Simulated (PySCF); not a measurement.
C4H5BFN, SMILES N#C[C@H]1CCB1F.

The structure is a stationary point at B3LYP-D3(BJ)/def2-SVP. The structure was generated by enumeration; whether it is a known compound was not checked.

Computed with PySCF with B3LYP-D3(BJ)/def2-SVP.

No scaling factor is applied to the harmonic values.

Computed harmonic wavenumbers and intensities:
| mode | ν (cm⁻¹) | IR (km/mol) | moving atoms (share of kinetic energy) |
|---|---|---|---|
| 1 | 74 | 0.9 | C 39 %, H 33 %, F 17 %, N 9 % |
| 2 | 106 | 4.1 | N 40 %, F 32 %, C 19 % |
| 3 | 195 | 4.5 | C 45 %, N 30 %, H 16 % |
| 4 | 324 | 1.4 | H 42 %, B 24 %, C 16 %, F 12 % |
| 5 | 362 | 2.7 | C 54 %, F 22 %, N 9 % |
| 6 | 494 | 0.9 | C 69 %, H 15 %, N 11 % |
| 7 | 534 | 0.8 | C 45 %, H 23 %, F 17 %, B 11 % |
| 8 | 588 | 2.6 | C 60 %, H 17 %, F 11 %, B 9 % |
| 9 | 659 | 7.4 | C 36 %, H 29 %, B 14 %, N 11 %, F 10 % |
| 10 | 735 | 6.2 | H 57 %, C 28 % |
| 11 | 886 | 7.4 | H 56 %, C 38 % |
| 12 | 913 | 3.5 | C 69 %, H 23 % |
| 13 | 914 | 17.5 | H 48 %, C 28 %, B 21 % |
| 14 | 975 | 5.8 | C 52 %, H 43 % |
| 15 | 1028 | 64.7 | C 37 %, B 36 %, H 23 % |
| 16 | 1078 | 20.3 | H 53 %, C 29 %, B 9 % |
| 17 | 1135 | 6.2 | H 57 %, C 38 % |
| 18 | 1157 | 22.6 | H 66 %, C 28 % |
| 19 | 1217 | 10.6 | H 85 %, C 13 % |
| 20 | 1252 | 19.3 | H 67 %, C 28 % |
| 21 | 1311 | 41.0 | C 47 %, H 43 % |
| 22 | 1385 | 33.0 | H 84 % |
| 23 | 1448 | 143.9 | H 58 %, B 28 % |
| 24 | 1483 | 208.7 | H 42 %, B 38 %, C 11 %, F 9 % |
| 25 | 2369 | 34.3 | C 62 %, N 38 % |
| 26 | 3046 | 3.5 | H 93 % |
| 27 | 3056 | 5.6 | H 94 % |
| 28 | 3074 | 15.7 | H 95 % |
| 29 | 3120 | 2.4 | H 91 %, C 9 % |
| 30 | 3141 | 9.7 | H 90 %, C 10 % |
